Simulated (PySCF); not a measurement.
Vertical excitations of a molecule CH2F2O2Si from TDDFT-PBE/def2-SVPD (PySCF), as energy in eV (oscillator strength): 4.58 (0.001), 6.40 (0.012), 6.72 (0.089), 6.79 (0.001), 7.14 (0.000), 7.22 (0.063), 7.64 (0.011), 7.76 (0.008), 7.81 (0.035), 7.94 (0.036). Lowest triplet (TDA): 3.96 eV. Geometry: B3LYP-D3(BJ)/def2-SVP. Other conformers were not sampled.

Problem. Pick the molecule that these values belong to.
A) O=C(O)[SiH](F)F
B) O=C[Si](O)(F)F
C) F[Si]1(F)OCO1
D) O=CO[SiH](F)F

Solution. A, O=C(O)[SiH](F)F
